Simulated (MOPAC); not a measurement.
MOPAC input (PM6):

```
PM6 PRECISE GNORM=0.05 LET XYZ UHF MS=0.5 GEO-OK AUX(PRECISION=9) THREADS=1
FI2Si

F    -0.04831700 1    2.29434400 1   -0.18131100 1
Si   -0.01423800 1    0.88829500 1    0.58571800 1
I    -2.05140300 1   -0.35434400 1   -0.04794900 1
I     2.06336900 1   -0.26990600 1   -0.07598100 1
```

Output:

```
 *******************************************************************************
 **                                                                           **
 **                              MOPAC v23.2.5                                **
 **                                                                           **
 *******************************************************************************
 ** MOPAC's Digital Object Identifier: https://doi.org/10.5281/zenodo.6511958 **
 **                                                                           **
 ** Please cite the open-source release paper for use of this MOPAC version:  **
 ** J. E. Moussa and J. J. P. Stewart (2026)                                  **
 ** MOPAC: An open-source semiempirical molecular orbital program             **
 ** J. Open Source Softw., 11(119), 8025, https://doi.org/10.21105/joss.08025 **
 *******************************************************************************

                              PM6 CALCULATION RESULTS

 *******************************************************************************
 *  PM6        - The PM6 Hamiltonian to be used
 *  GEO-OK     - OVERRIDE INTERATOMIC DISTANCE AND OTHER SAFETY CHECKS
 *  UHF        - UNRESTRICTED HARTREE-FOCK CALCULATION
 *  MS=        - IN MECI, MAGNETIC COMPONENT OF SPIN =  0.5
 *  LET        - OVERRIDE SOME SAFETY CHECKS
 *  PRECISE    - TIGHTER CRITERIA TO BE USED
 *  XYZ        - CARTESIAN COORDINATE SYSTEM TO BE USED
 *  GNORM      - EXIT WHEN GRADIENT NORM DROPS BELOW 0.050
 *  AUX        - OUTPUT AUXILIARY INFORMATION
 *******************************************************************************
PM6 PRECISE GNORM=0.05 LET XYZ UHF MS=0.5 GEO-OK AUX(PRECISION=9) THREADS=1
 FI2Si

   ATOM   CHEMICAL          X               Y               Z
  NUMBER   SYMBOL      (ANGSTROMS)     (ANGSTROMS)     (ANGSTROMS)

     1       F         -0.04831700  *   2.29434400  *  -0.18131100  *
     2      Si         -0.01423800  *   0.88829500  *   0.58571800  *
     3       I         -2.05140300  *  -0.35434400  *  -0.04794900  *
     4       I          2.06336900  *  -0.26990600  *  -0.07598100  *

          CARTESIAN COORDINATES

    NO.       ATOM           X           Y           Z

     1         F         -0.0483      2.2943     -0.1813
     2        Si         -0.0142      0.8883      0.5857
     3         I         -2.0514     -0.3543     -0.0479
     4         I          2.0634     -0.2699     -0.0760

 General Reference for PM6:
 "Optimization of Parameters for Semiempirical Methods V: Modification of NDDO Approximations
 and Application to 70 Elements", J. J. P. Stewart, J. Mol. Mod., 13, 1173-1213 (2007)
 URL: https://link.springer.com/article/10.1007/s00894-007-0233-4

           Empirical Formula: F Si I2  =     4 atoms

      MOLECULAR POINT GROUP   :   Cs

          UHF CALCULATION, NO. OF ALPHA ELECTRONS =   13
                           NO. OF BETA  ELECTRONS =   12

          Geometry optimization using EF

          DIAGONAL MATRIX USED AS START HESSIAN

 CYCLE:     1  GRAD.:    45.167 HEAT: -65.90542
 CYCLE:     2  GRAD.:    30.276 HEAT: -71.97793
 CYCLE:     3  GRAD.:    46.941 HEAT: -73.97145
 CYCLE:     4  GRAD.:    33.850 HEAT: -76.02943
 CYCLE:     5  GRAD.:     6.017 HEAT: -76.83582
 CYCLE:     6  GRAD.:     1.959 HEAT: -76.95894
 CYCLE:     7  GRAD.:     2.121 HEAT: -76.98637
 CYCLE:     8  GRAD.:     0.752 HEAT: -76.99012
 CYCLE:     9  GRAD.:     0.374 HEAT: -76.99061
 CYCLE:    10  GRAD.:     0.037 HEAT: -76.99076

     GRADIENT =  0.03691 IS LESS THAN CUTOFF =  0.05000

 -------------------------------------------------------------------------------
 PM6 PRECISE GNORM=0.05 LET XYZ UHF MS=0.5 GEO-OK AUX(PRECISION=9) THREADS=1
 FI2Si

     GEOMETRY OPTIMISED USING EIGENVECTOR FOLLOWING (EF).
     SCF FIELD WAS ACHIEVED

                              PM6 CALCULATION
                                                       MOPAC v23.2.5 Linux

          FINAL HEAT OF FORMATION =        -76.99076 KCAL/MOL =    -322.12935 KJ/MOL

          COSMO AREA              =        138.87 SQUARE ANGSTROMS
          COSMO VOLUME            =        134.13 CUBIC ANGSTROMS

          GRADIENT NORM           =          0.03691          =       0.01846 PER ATOM
          IONIZATION POTENTIAL    =          7.487986 EV
          ALPHA SOMO LUMO (EV)    =         -7.488 -1.717
          BETA  SOMO LUMO (EV)    =         -9.623 -1.955
          NO. OF ALPHA ELECTRONS  =         13
          NO. OF BETA  ELECTRONS  =         12
          MOLECULAR WEIGHT        =        300.8929         POINT GROUP:  C2v

          MOLECULAR DIMENSIONS (Angstroms)

            Atom       Atom       Distance
            I     4    I     3     4.03729
            I     3    F     1     2.57929
           Si     2    I     4     0.00015

          SCF CALCULATIONS        =         11

   ATOM   CHEMICAL          X               Y               Z
  NUMBER   SYMBOL      (ANGSTROMS)     (ANGSTROMS)     (ANGSTROMS)

     1       F         -0.04692825  *   2.30578010  *   0.05694612  *
     2      Si         -0.01435898  *   0.71140192  *   0.03514445  *
     3       I         -2.01242892  *  -0.31414314  *   0.03519617  *
     4       I          2.02391450  *  -0.23131444  *   0.00769846  *

                             CARTESIAN COORDINATES

   1    F       -0.046928247     2.305780102     0.056946116
   2   Si       -0.014358978     0.711401922     0.035144454
   3    I       -2.012428918    -0.314143144     0.035196171
   4    I        2.023914496    -0.231314442     0.007698457

           Empirical Formula: F Si I2  =     4 atoms

      MOLECULAR POINT GROUP   :   C2v

          ALPHA EIGENVALUES
 -40.51904 -23.04413 -22.81540 -17.71482 -15.62977 -15.55383 -14.07726 -11.29662
 -11.27793 -11.18697 -10.48923 -10.12849  -7.48799  -1.71708  -1.05432  -0.95247
   0.62382   0.92736   1.23336   1.42643   3.38964 108.97803 109.45719 109.47235
 110.14012 110.18102 110.22764 110.22909 110.52272 110.59723 110.83502

           BETA EIGENVALUES
 -40.49165 -21.78603 -21.65162 -17.43073 -15.61868 -15.56401 -13.55579 -11.06734
 -11.00636 -10.21836 -10.14848  -9.62286  -1.95474  -1.09282  -0.54387   0.12107
   0.62735   0.99568   1.25789   1.49716   3.51763 109.59567 109.94615 110.05694
 110.36478 110.37368 110.48149 110.48946 110.87487 110.91740 111.31741

              NET ATOMIC CHARGES AND DIPOLE CONTRIBUTIONS

  ATOM NO.   TYPE          CHARGE      No. of ELECS.   s-Pop       p-Pop       d-Pop
    1          F          -0.323366        7.3234     1.93209     5.39128
    2         Si           0.537409        3.4626     1.50656     1.22829     0.72773
    3          I          -0.107022        7.1070     1.86039     5.24414     0.00249
    4          I          -0.107022        7.1070     1.86039     5.24414     0.00249
 DIPOLE           X         Y         Z       TOTAL
 POINT-CHG.     0.030    -1.465    -0.020     1.465
 HYBRID        -0.006     0.276     0.004     0.276
 SUM            0.024    -1.189    -0.016     1.189

          ATOMIC ORBITAL ELECTRON POPULATIONS

     Atom    s        px        py        pz      x^2-y^2     xz        z^2       yz        xy
    1  F   1.93209   1.86763   1.67376   1.84989
    2 Si   1.50656   0.54160   0.37061   0.31608   0.23008   0.07393   0.16260   0.10335   0.15778
    3  I   1.86039   1.63940   1.77672   1.82802   0.00075   0.00035   0.00039   0.00008   0.00093
    4  I   1.86039   1.62781   1.78837   1.82797   0.00080   0.00036   0.00039   0.00007   0.00088

                    (SZ)    =    0.500000
                    (S**2)  =    0.767171

          ATOMIC ORBITAL SPIN POPULATIONS

    Atom   Total    s     px     py     pz   x^2-y^2  xz     z^2    yz     xy
         Atomic
    1  F  0.0098  0.000 -0.008  0.022 -0.005
    2 Si  0.3994  0.379 -0.070 -0.006  0.002 -0.006 -0.004  0.113 -0.001 -0.008
    3  I  0.2954  0.005  0.214  0.072  0.004  0.000  0.000 -0.000  0.000  0.000
    4  I  0.2954  0.005  0.224  0.063  0.004  0.000  0.000 -0.000  0.000  0.000

 **********************
 *                    *
 * JOB ENDED NORMALLY *
 *                    *
 **********************

 == MOPAC DONE ==
```

The geometry given is a B3LYP-D3(BJ)/def2-TZVP minimum.
